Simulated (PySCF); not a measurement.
# How methods differ on the ionisation energy of Hg⁷³⁺

Hg⁷³⁺ [He] 2s2 2p3 (4S) → Hg⁷⁴⁺ [He] 2s2 2p2 (3P), as a difference of total energies. Calculation: PySCF 2.14, in an even-tempered Gaussian basis (18 s from 56 bohr⁻², ratio 2.2; 13 p from 72 bohr⁻², ratio 2.2; 5 d from 270 bohr⁻², ratio 2.4; 5 f from 400 bohr⁻², ratio 2.4; 4 g from 600 bohr⁻², ratio 2.4); scalar relativity by spin-free X2C-1e. Correlated levels: nothing frozen; virtual orbitals above 40 to 60 times the deepest correlated orbital energy dropped. The calculations carry no spin-orbit coupling.

```json
{"method": "UHF", "ionisation energy (eV)": "20384.6"}
{"method": "LDA", "ionisation energy (eV)": "20374.7"}
{"method": "PBE", "ionisation energy (eV)": "20377.6"}
{"method": "PBE0", "ionisation energy (eV)": "20379.7"}
{"method": "r2SCAN", "ionisation energy (eV)": "20385.2"}
{"method": "B3LYP", "ionisation energy (eV)": "20380.6"}
{"method": "M06", "ionisation energy (eV)": "20385.5"}
{"method": "MP2 (all electrons)", "ionisation energy (eV)": "20384.9"}
{"method": "SCS-MP2 (all electrons)", "ionisation energy (eV)": "20384.4"}
```

Spin-orbit coupling is strong in these open shells (close to jj coupling). The scalar numbers leave it out and a first-order estimate fails, so it can dominate the gap to the real levels.

For this ion Breit and QED terms and the two-electron picture change, all absent here, outweigh the differences among the correlated methods.

For comparison: 19680 ± 90 eV (theoretical estimate listed by NIST; NIST Atomic Spectra Database, ionization energies).
